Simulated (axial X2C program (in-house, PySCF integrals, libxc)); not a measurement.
**Low determinants of KB⁺ at the PBE0 level, two-component**

Computed with an in-house all-electron X2C program for linear molecules (integrals from PySCF). Two-component (2c) means X2C with spin–orbit coupling and atomic mean-field two-electron Coulomb and Gaunt terms. Basis: K dyall-cv3z [11s12p6d3f], B dyall-v3z [7s6p2d1f] (cores contracted in-house); Gaussian nuclei, density fitting, unrestricted open shells. Masses: K 38.964 u, B 11.009 u.

Search at 3.359 Å (vertical energies from the lowest determinant):

```tsv
ΔE (eV)	state	electrons beyond evenly filled partner blocks	electrons in ±ω = 1/2, 3/2, 5/2, 7/2
0.00	Ω = 1/2	ω = 1/2	19 4 0 0
0.43	Ω = 3/2	ω = 3/2	18 5 0 0
3.46	Ω = 5/2	2 × ω = 1/2, ω = 3/2	18 5 0 0
5.42	Ω = 3/2	3 × ω = 1/2	19 4 0 0
5.43	Ω = 1/2	2 × ω = -1/2, ω = 3/2	18 5 0 0
8.14	Ω = 5/2	ω = 5/2	18 4 1 0
```

Lowest determinant, Ω = 1/2 (⟨Sz⟩ = 0.50, ⟨Lz⟩ = 0.00 at PBE0): Re = 3.335 Å, ωe = 149.4 cm⁻¹.

The determinant in row 2 of the search, Ω = 3/2 (⟨Sz⟩ = 0.50, ⟨Lz⟩ = 1.00 at PBE0), was followed along the bond at PBE0; measured from the minimum of the lowest determinant it gives:

Te = 0.432 eV (3487 cm⁻¹), Re = 3.393 Å, ωe = 83.2 cm⁻¹.

(1) Compare the bond of the determinant in row 2 with that of the lowest one.

The search compares states at one distance, so a state with another bond length can lie lower; it is not exhaustive and yields mostly the lowest determinant of each block pattern, so other components and higher states of one pattern are missing. A followed state lies above the atoms to which the lowest one dissociates. These are energies of single determinants, not of spin-adapted states; PBE0 term energies can be off by some tenths of an eV, and the functional has no current term. The lowest determinant need not be the ground state where others lie within half an eV.

## Answers

(1) At PBE0 its Re is 0.058 Å longer and its force constant, which goes as ωe², is 0.31 times that of the lowest determinant. T0 ≈ Te + Δωe/2 = 3487 + (-33) = 3454 cm⁻¹.
